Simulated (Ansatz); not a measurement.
F2GeH4OSi, SMILES O[Si](F)(F)[GeH3].

Geometry: ωB97X-D3(BJ)/def2-SVP. This is a generated structure with no PubChem entry under its InChIKey; it may be hypothetical. One conformer was computed; it need not be the lowest.

Two levels are set side by side: PBE/def2-SVPD (Ansatz, a first-principles code) and CAM-B3LYP/def2-SVPD (Ansatz). Energy differences of separate SCF runs at the same geometry; the states with an electron removed or added have multiplicity 2 and 2. Differences are taken from unrounded values.

```tsv
quantity	CAM-B3LYP
vertical ionisation energy (eV)	11.49
vertical singlet–triplet gap (eV)	7.23
```

Problem. What does PBE give, and how far is it from CAM-B3LYP? (An estimate is asked for; the answer gives what the named calculation found.)

Solution. 
| quantity | PBE | PBE minus CAM-B3LYP |
|---|---|---|
| vertical ionisation energy (eV) | 10.98 | -0.51 |
| vertical singlet–triplet gap (eV) | 6.68 | -0.55 |
